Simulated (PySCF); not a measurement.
# Core-level binding energies of `FB(F)Cn1cccc1`

C₅H₆BF₂N.
Bonds: F1–B2, B2–F3, B2–C4, C4–N5, N5–C6 (aromatic), C6–C7 (aromatic), C7–C8 (aromatic), C8–C9 (aromatic), N5–C9 (aromatic). Hydrogens: H10, H11 on C4; H12 on C6; H13 on C7; H14 on C8; H15 on C9.

Level of theory: PySCF, delta-SCF UKS SCAN, pcX-2 on the ionised atom, pcseg-1 elsewhere, spin-free X2C. These are vertical core ionisation energies against the vacuum level, from separate self-consistent calculations with and without the core hole.

Question: List the computed XPS lines with their assignment.

Answer: 
```csv
atom(s),environment,level,binding energy (eV),above the level's lowest (eV),count
F1/F3,boron-bound fluorine,F 1s,693.75,0.00,2
C4,sp3 carbon bound to nitrogen,C 1s,292.22,+2.50,1
N5,pyrrole-type nitrogen,N 1s,406.15,0.00,1
C6/C9,aromatic CH next to a ring nitrogen,C 1s,290.56,+0.84,2
C7/C8,aromatic CH carbon,C 1s,289.72,0.00,2
```

The listed C 1s values span 2.50 eV, from C7/C8 (bonded to 2 C (aromatic in the SMILES) and H) to C4 (bonded to N, 2 H and B). Summing the Pauling electronegativity differences to the bonded atoms, each weighted by its formal bond order, gives -0.35 for the lowest site and -0.72 for the highest; the largest sum, +0.39, belongs to C6/C9, 1.66 eV below the top. The smallest sum, -0.72, belongs to C4, 2.50 eV above the lowest.

Question: Give the binding energy of N 1s of N5 in hartree and in kJ/mol.

Answer: 406.15 eV = 14.9257 Eh = 39188 kJ/mol.

One atom of each set of topologically equivalent atoms was ionised and stands for the set; in this conformer not all members are related by symmetry, and their own values weren't computed. Not every level is listed. No level of boron is listed. The structure is a single PBE0-D3(BJ)/def2-SVP conformer in the gas phase; no vibrational or solvent corrections.

Shape of the structure used: `[F:1][B:2]([F:3])[CH2:4][n:5]1[cH:6][cH:7][cH:8][cH:9]1`: F1–B2–C4–N5 -1°, B2–C4–N5–C6 -79°.
